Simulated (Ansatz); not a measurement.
A relaxation, step by step

CH$_{3}$AgF (charge +1), closed shell, PBE0-D4/def2-TZVP (Ansatz 0.2.0). Settings:

```yaml
hamiltonian: {xc: pbe0, dispersion: d4}
relax: {f_tol: 0.005, max_steps: 200}
```

Start:

| atom | x (Å) | y (Å) | z (Å) |
| --- | --- | --- | --- |
| Ag1 | 0.4715 | -0.5846 | -2.6911 |
| C2 | -0.1139 | 0.1808 | 0.6044 |
| F3 | 0.1883 | -0.7252 | -0.4809 |
| H4 | -1.0793 | 0.6701 | 0.3787 |
| H5 | 0.7158 | 0.9075 | 0.6789 |
| H6 | -0.1824 | -0.4487 | 1.5099 |

```csv
step,energy less the last (meV),largest force component (eV/Å)
1,29.5,0.527
2,5.9,0.187
3,1.4,0.074
4,0.5,0.051
5,0.0,0.011
6,0.0,0.001
```

Step 2, positions (Å) and forces (eV/Å):

```
atom       x       y       z      Fx      Fy      Fz
 Ag1   0.478  -0.601  -2.712   0.014  -0.021  -0.073
  C2  -0.116   0.184   0.615   0.010  -0.045  -0.015
  F3   0.183  -0.700  -0.479  -0.053   0.152   0.187
  H4  -1.070   0.666   0.389   0.149  -0.073   0.043
  H5   0.706   0.900   0.684  -0.131  -0.110  -0.004
  H6  -0.180  -0.449   1.502   0.011   0.097  -0.139
```

Step 4, positions (Å) and forces (eV/Å):

| atom | x | y | z | Fx | Fy | Fz |
| --- | --- | --- | --- | --- | --- | --- |
| Ag1 | 0.496 | -0.664 | -2.743 | 0.008 | -0.004 | -0.051 |
| C2 | -0.119 | 0.192 | 0.624 | 0.005 | 0.002 | -0.029 |
| F3 | 0.172 | -0.634 | -0.507 | -0.001 | -0.010 | 0.019 |
| H4 | -1.073 | 0.677 | 0.432 | -0.015 | 0.013 | 0.008 |
| H5 | 0.694 | 0.907 | 0.718 | 0.007 | 0.015 | 0.011 |
| H6 | -0.170 | -0.478 | 1.476 | -0.004 | -0.016 | 0.043 |

Step 5, positions (Å) and forces (eV/Å):

```json
{"atom": "Ag1", "x": "0.502", "y": "-0.678", "z": "-2.760", "Fx": "0.001", "Fy": "0.000", "Fz": "-0.001"}
{"atom": "C2", "x": "-0.120", "y": "0.194", "z": "0.627", "Fx": "0.001", "Fy": "-0.004", "Fz": "-0.005"}
{"atom": "F3", "x": "0.169", "y": "-0.623", "z": "-0.512", "Fx": "-0.004", "Fy": "0.007", "Fz": "0.011"}
{"atom": "H4", "x": "-1.075", "y": "0.680", "z": "0.443", "Fx": "0.003", "Fy": "-0.003", "Fz": "0.001"}
{"atom": "H5", "x": "0.693", "y": "0.910", "z": "0.726", "Fx": "-0.002", "Fy": "-0.003", "Fz": "0.000"}
{"atom": "H6", "x": "-0.168", "y": "-0.483", "z": "1.476", "Fx": "0.001", "Fy": "0.004", "Fz": "-0.005"}
```

Last step (6):

```xyz
6
angstrom
Ag 0.5030 -0.6789 -2.7605
C -0.1202 0.1940 0.6271
F 0.1678 -0.6215 -0.5126
H -1.0755 0.6802 0.4443
H 0.6926 0.9096 0.7261
H -0.1677 -0.4834 1.4757
```

The run took about 8.5 s on 4 CPU threads of an Arm Neoverse V2 (shared host).
